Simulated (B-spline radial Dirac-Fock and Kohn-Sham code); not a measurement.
# 5p3/2 photoionisation of Sb⁺ near threshold

System: the Sb⁺ ion in the configuration 1s2 2s2 2p6 3s2 3p6 3d10 4s2 4p6 4d10 5s2 5p2. The computed 5p3/2 threshold is 15.16 eV; without correlation, outer thresholds are uncertain by 1 to 2 eV. With an open shell the threshold is an average over the terms of the final ion.

The run's input, task.json:

```json
{"items": [{
  "Z": 51,
  "q": 1,
  "cfg": [[1, 0, 2], [2, 0, 2], [2, 1, 6], [3, 0, 2], [3, 1, 6], [3, 2, 10], [4, 0, 2], [4, 1, 6], [4, 2, 10], [5, 0, 2], [5, 1, 2]],
  "A": 121,
  "rrms": 4.6802,
  "do": ["binding", "quiet", "photo", "scan"],
  "hv": [40.81, 80, 84.3, 400, 600, 1490.0, 2320.0, 6000, 8430.0, 13000.0, 15000, 15000.0, 17479.3, 23000.0, 100000, 128000.0]
}]}
```

Launch: `python xray_run.py task.json out`

Model: Dirac-Hartree-Slater photoionisation with all multipoles and Dirac-Fock thresholds. Program: an atomic code on a B-spline grid. Interchannel coupling and autoionising resonances are not included, so magnitudes near threshold are approximate.

| kinetic energy (eV) | σ (Mb) | β |
| --- | --- | --- |
| 1.5 | 5.72 | 1.81 |
| 1.9 | 5.36 | 1.84 |
| 2.3 | 4.94 | 1.86 |
| 2.9 | 4.47 | 1.89 |
| 3.7 | 3.95 | 1.91 |
| 4.6 | 3.40 | 1.93 |
| 5.7 | 2.83 | 1.94 |
| 7.2 | 2.27 | 1.94 |
| 9.0 | 1.74 | 1.93 |
| 11.2 | 1.27 | 1.89 |
| 14.0 | 0.882 | 1.81 |
| 17.5 | 0.578 | 1.67 |
| 21.9 | 0.362 | 1.43 |
| 27.4 | 0.218 | 1.06 |
| 34.2 | 0.131 | 0.59 |
| 42.8 | 0.0828 | 0.11 |
| 53.5 | 0.0569 | -0.17 |
| 66.9 | 0.0421 | -0.17 |
| 83.7 | 0.0324 | 0.00 |
| 104.7 | 0.0250 | 0.24 |
| 130.9 | 0.0196 | 0.47 |
| 163.6 | 0.0160 | 0.72 |
| 204.6 | 0.0137 | 0.97 |
| 255.8 | 0.0116 | 1.17 |
| 319.9 | 0.00911 | 1.33 |
| 400.0 | 0.00667 | 1.45 |

The cross section shows no minimum in this range. It is largest at the lowest energy, 5.72 Mb. β ranges from -0.17 (at 66.9 eV) to 1.94.
